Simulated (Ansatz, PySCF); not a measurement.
Isomers of C2H6Si: 1 is C=C[SiH3], 2 is C[Si]C; one conformer of each (the lowest of an xTB search), B3LYP-D3(BJ)/def2-TZVP minima.
Isomer 1 (charge 0, multiplicity 1):
```xyz
9

C     -1.237    -0.743     0.565
C     -0.671     0.187    -0.202
Si     1.169     0.450    -0.316
H     -2.313    -0.877     0.614
H     -0.647    -1.414     1.180
H     -1.324     0.826    -0.794
H      1.854    -0.524     0.565
H      1.529     1.828     0.100
H      1.640     0.267    -1.711
```
Isomer 2 (charge 0, multiplicity 1, Z-matrix in Å and degrees):
```
Si
C 1 1.9051
H 2 1.0905 1 113.48
H 2 1.0943 3 109.48 1 127.97
H 2 1.1002 3 107.26 4 115.08
C 1 1.9051 2 97.82 3 165.50
H 6 1.0905 1 113.47 2 165.50
H 6 1.0943 7 109.48 1 127.97
H 6 1.1002 7 107.26 8 115.08
```

No zero-point or thermal terms.

Rows in 3-21G carry no dispersion term and start afresh at each structure.

Run with Ansatz (a program for electronic structure) with Gaussian orbitals; PySCF for 3-21G rows. Each number belongs to the level named beside it.

Question: One of these levels gives 10.01 kcal/mol for the electronic energy of isomer 2 less that of isomer 1. Which one is it?
(A) PBE/def2-TZVPP
(B) BLYP/def2-TZVPP
(C) HF/3-21G

Answer: B, BLYP/def2-TZVPP. The others give -7.55 (HF/3-21G), 7.17 (PBE/def2-TZVPP)
